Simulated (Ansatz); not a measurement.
Reaction (formal exchange of groups at a B–Al bond): `O[B](F)[AlH][F]` + CH₄ → `CB(O)F` + `[F][AlH2]`

Computed with Ansatz on PBE0-D4/def2-TZVP structures; ΔE is electronic, products minus reactants. CBS: MP2 limit from def2 TZ/QZ plus the TZ coupled-cluster correction, frozen cores. This one scheme is used for every species. Functionals use def2-TZVPP. HSE06 is defined as in plane-wave codes. One conformer a species, not always the lowest.

`O[B](F)[AlH][F]`:

```xyz
7

O    -0.038   -1.756   -0.547
B     0.223   -0.859    0.429
F     0.664   -1.372    1.575
Al   -0.054    1.258    0.156
F    -0.617    1.593   -1.370
H    -0.354   -1.354   -1.360
H     0.175    2.491    1.116
```

CH₄:

```xyz
5

C     0.000    0.000    0.000
H     0.942   -0.308    0.452
H    -0.669    0.375    0.774
H    -0.461   -0.853   -0.496
H     0.188    0.787   -0.730
```

`CB(O)F`:

```xyz
8

C    -0.740    0.420    0.564
B     0.482   -0.229   -0.152
O     0.479   -0.501   -1.478
F     1.584   -0.537    0.551
H    -0.444    1.358    1.043
H    -1.566    0.621   -0.117
H    -1.098   -0.232    1.367
H     1.301   -0.900   -1.778
```

`[F][AlH2]`:

Z-matrix (Å, degrees):
```
Al
F 1 1.650
H 1 1.576 2 117.0
H 1 1.576 2 117.0 3 -179.9
```

Problem. Is it downhill or uphill in electronic energy at CCSD(T)/CBS, and by how much? (Best estimate.)

Solution. Ansatz gave: Downhill: ΔE = -8.6 kcal/mol.

Problem. What do these levels give: revPBE-D4, HSE06-D4, PBE0, BHLYP, MP2/def2-TZVPP, HF/CBS(def2)? (An estimate is asked.)

Solution. The calculation gave: revPBE-D4 -6.1, HSE06-D4 -7.6, PBE0 -7.8, BHLYP -9.9, MP2/def2-TZVPP -9.8, HF/CBS(def2) -11.6 kcal/mol.

Problem. What do rigid-rotor, harmonic-oscillator terms from PBE0-D4/def2-TZVP frequencies (298.15 K, 1 bar) make of the CCSD(T)/CBS value? (Best estimate.)

Solution. The calculation gave: ΔZPE = -1.3 kcal/mol, ΔH = -10.5 kcal/mol, ΔS = 11 J/(mol·K), ΔG = -11.3 kcal/mol.

Largest T1 diagnostic among the species: 0.014.

At CCSD(T), def2-SVP lies −2.0 kcal/mol from the extrapolated value and def2-TZVPP −0.2 kcal/mol. From BLYP to BHLYP (50 % exact exchange), in def2-TZVPP and without D4, ΔE moves by −3.3 kcal/mol. Leaving LDA and LC-ωPBE aside and taking each functional with its dispersion term where it has one, the values, not all of them listed here, spread over 6.3 kcal/mol, from B97M-V to PBE-D4. LDA lies −1.8 kcal/mol from PBE without D4.
